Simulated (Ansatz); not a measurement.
Geometry optimisation, RKS B3LYP/def2-SVP (Ansatz 0.2.0).

input.yaml

```yaml
crystal:
  periodic: [false, false, false]
  atoms:
    - { symbol: W, position_ang: [0.0, 0.0, 0.0] }
    - { symbol: H, position_ang: [0.0, 0.0, 2.07] }
    - { symbol: F, position_ang: [1.85, 0.0, 0.0] }
    - { symbol: F, position_ang: [0.0, 1.85, 0.0] }
    - { symbol: F, position_ang: [-1.85, 0.0, 0.0] }
    - { symbol: F, position_ang: [0.0, -1.85, 0.0] }
    - { symbol: H, position_ang: [0.0, 0.0, -1.72] }
    - { symbol: "N", position_ang: [1.5641, 1.6294, 0.7505] }
    - { symbol: H, position_ang: [2.4032, 1.3328, 1.3263] }
    - { symbol: H, position_ang: [1.4216, 2.6516, 0.5089] }
    - { symbol: H, position_ang: [0.7512, 0.7826, 1.9573] }
basis:
  gaussian: { orbitals: def2-SVP }
hamiltonian:
  xc: b3lyp
relax:
  f_tol: 0.15
  max_steps: 25
  restrain:
    - { distance: [0, 7], at: 2.08, k: 30.0 }
    - { distance: [10, 1], at: 0.66, k: 30.0 }
    - { distance: [0, 1], at: 2.92, k: 30.0 }
    - { distance: [10, 7], at: 2.26, k: 30.0 }
```

Command:

```bash
$ ansatz run input.yaml --threads 4 --pin off --max-ram 5120MiB --backend cpu --events-out ev --progress --plain --runs-dir out
```

Task: Where does it end, and by what steps?

Result: The run converged. The restraints hold the end off the free minimum; the threshold counts their pulls, which the force column leaves out. Restrained pairs: W1–N8 (2.38 → 2.02 Å), H2–H11 (1.09 → 0.72 Å), W1–H2 (2.07 → 2.93 Å), N8–H11 (1.68 → 2.27 Å). After 16 steps the energy has fallen by 8.858 eV (the restraints' own energy left out); F6 moved furthest, 1.08 Å. The start is strongly strained (largest force component 8 eV/Å), so its close contacts needn't be bonds.

```csv
step,energy less start (eV),largest force component (eV/Å),accepted
0,0.0000,8.371,yes
1,-1.7007,7.703,yes
2,-4.4226,5.822,yes
3,-6.6457,2.753,yes
4,-7.8065,1.022,yes
5,-8.1318,1.050,yes
6,-8.3436,1.292,yes
7,-8.4613,1.332,yes
8,-8.6054,1.328,yes
9,-8.6940,1.331,yes
10,-8.7665,1.394,yes
11,-8.8077,1.201,yes
12,-8.8184,1.189,yes
13,-8.8410,1.470,yes
14,-8.8482,1.447,yes
15,-8.8660,1.164,no
16,-8.8582,1.367,yes
```

```xyz
11
Properties=species:S:1:pos:R:3
W 0.181 0.196 -0.168
H 0.342 0.080 2.755
F 1.634 -0.809 0.439
F -0.706 1.758 -0.707
F -1.425 -0.022 0.782
F -0.284 -1.447 -0.962
H 0.662 0.411 -1.777
N 1.436 1.602 0.571
H 2.337 1.377 0.990
H 1.265 2.603 0.473
H 0.697 0.648 2.497
```

Time of the run: 53 s on 4 threads of Arm Neoverse V1, with other jobs on the host, peak memory 0.34 GiB.
